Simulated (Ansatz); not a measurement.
A nudged elastic band was laid between two geometries of AlH3Sb (5 atoms, charge 0, multiplicity 2).

These are results of UKS PBE0/def2-SVP in Ansatz 0.2.0, not measurements.

```
movable images  : 9
climbing image  : yes
spring          : 5.0 eV/Å²
optimiser       : quadratic models (default)
start path      : IDPP
force threshold : 0.05 eV/Å
iteration limit : 60
end points      : relaxed
```

Initial state:

```xyz
5
Properties=species:S:1:pos:R:3
Al 1.141 -0.920 0.440
Sb -0.542 1.159 0.260
H 0.539 -2.236 1.155
H -1.470 0.168 -0.800
H 0.332 1.828 -1.055
```

Final state:

```xyz
5
Properties=species:S:1:pos:R:3
Al 0.718 -0.326 1.317
Sb 0.216 0.108 -1.282
H 0.174 -1.725 1.908
H -1.450 0.135 -0.855
H 0.342 1.807 -1.088
```

Question: What changes between the two ends?

Answer: No bond is made or broken. The height of Sb2 over the plane of its neighbours goes from -1.10 to 1.10 Å. The two ends are copies of one structure, up to a mirror image or an exchange of like atoms.

Question: What energy profile does the band end with?

Answer: It converged. The highest image is number 5 of 0 to 10, 0.80 eV above the ends, which have the same energy within 2 meV. A vibrational analysis at the climbing image gives one clearly imaginary mode, 482i cm⁻¹: a first-order saddle point.

| image | path coordinate (Å) | energy (eV) | height of Sb2 over the plane of its neighbours (Å) |
| --- | --- | --- | --- |
| 0 | 0.00 | 0.00 | -1.10 |
| 1 | 0.26 | 0.03 | -1.01 |
| 2 | 0.52 | 0.15 | -0.83 |
| 3 | 0.78 | 0.38 | -0.58 |
| 4 | 1.03 | 0.66 | -0.30 |
| 5 | 1.29 | 0.80 | 0.00 |
| 6 | 1.55 | 0.66 | 0.29 |
| 7 | 1.81 | 0.38 | 0.58 |
| 8 | 2.07 | 0.15 | 0.83 |
| 9 | 2.32 | 0.03 | 1.00 |
| 10 | 2.58 | 0.00 | 1.10 |

Question: What is the geometry of the highest image?

Answer: 
```xyz
5
Properties=species:S:1:pos:R:3:forces:R:3
Al 1.162 -0.726 1.178 -0.02 0.01 -0.02
Sb -0.185 0.549 -0.504 -0.01 -0.02 0.01
H 0.437 -2.039 1.732 0.01 0.00 0.01
H -1.717 0.253 -1.142 0.01 0.00 0.00
H 0.302 1.963 -1.265 0.01 0.00 0.01
```

Question: What are the harmonic wavenumbers there?

Answer: 482i, 255, 333, 390, 505, 789, 1874, 2028, 2088 cm⁻¹.

Run time: 110 s on 1 thread of Intel(R) Xeon(R) 6975P-C (Granite Rapids) (shared host), peak memory 0.22 GiB.
